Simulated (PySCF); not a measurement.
## Fe (iron, neutral) across methods

[Ar] 3d8, high-spin 3F determinant (an excited configuration). All numbers are calculated (PySCF 2.14, no relativity, point nucleus, in aug-cc-pwCVTZ (10s9p7d4f3g, 127 functions)).

```csv
method,E (hartree),mean ε 3p β (eV),mean ε 3d α (eV),mean ε 3d β (eV),Σ⟨r²⟩ (bohr²),⟨S²⟩
wB97M-V,-1263.489,-56.771,-6.093,-4.576,32.42,2.018
HSE06,-1263.347,-53.802,-3.273,-1.720,32.53,2.023
LDA,-1261.126,-51.092,-2.576,-1.228,34.10,2.022
PBE0,-1263.332,-54.178,-3.680,-2.089,32.59,2.025
r2SCAN0,-1263.485,-54.795,-3.646,-2.052,32.07,2.022
r2SCAN,-1263.535,-51.959,-2.235,-0.993,33.85,2.019
PBE,-1263.344,-51.072,-2.370,-1.148,34.64,2.021
UHF,-1262.18086,-63.020,-8.074,-4.589,30.01,2.071
```
